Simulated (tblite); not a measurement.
C2H5S (SMILES CC[S]), doublet, geometry from GFN2-xTB; GFN1-xTB (tblite 0.6.0).

Here is a job for tblite.
```
$ tblite run mol.xyz --method gfn1 --charge 0 --spin 1 --grad --json tblite.json --no-restart

# file mol.xyz
8

C      1.48255365     0.65932309    -0.01655837
C     -0.03154429     0.78395239     0.00248490
S     -0.84471660    -0.82371473     0.00823708
H     -0.37104627     1.31200621     0.89543533
H     -0.39297317     1.31674827    -0.87896880
H      1.93395512     1.64948226    -0.01949031
H      1.83064329     0.11841436     0.86042594
H      1.80883038     0.12313177    -0.90475459
```

What the program printed (banner, timings and long lists left out):

```
xTB calculator
 | screened Coulomb repulsion
 | Coulomb electrostatics
 |  * isotropic Klopman-Ohno-Mataga-Nishimoto electrostatics
 |  * onsite third-order electrostatics
 | DFT-D3(BJ) dispersion correction

halogen bonding energy    0.0000000000000E+00 Eh
repulsion energy          1.0479671762502E-01 Eh
dispersion energy        -2.0667750634994E-03 Eh
number of electrons       1.9000000000000E+01 e
integral cutoff           1.9731147476801E+01 bohr

------------------------------------------------------------
  cycle        total energy    energy error   density error
------------------------------------------------------------
      1     -10.52402597548  -1.0626756E+01   4.8192938E-01
      2     -10.54710688099  -2.3080906E-02   3.0503720E-01
      3     -10.54557485603   1.5320250E-03   7.3963023E-02
      4     -10.54931511254  -3.7402565E-03   4.8237856E-03
      5     -10.54934597291  -3.0860370E-05   7.4859087E-04
      6     -10.54934673481  -7.6189942E-07   1.0781949E-04
      7     -10.54934676023  -2.5421635E-08   1.1822543E-05
------------------------------------------------------------

electronic energy        -1.0652076702794E+01 Eh
total energy             -1.0549346760233E+01 Eh

Post processing:
 | Mayer-Wiberg bond orders

[Info] Tight-binding results written to 'tblite.txt'
[Info] JSON dump of results written to 'tblite.json'
```
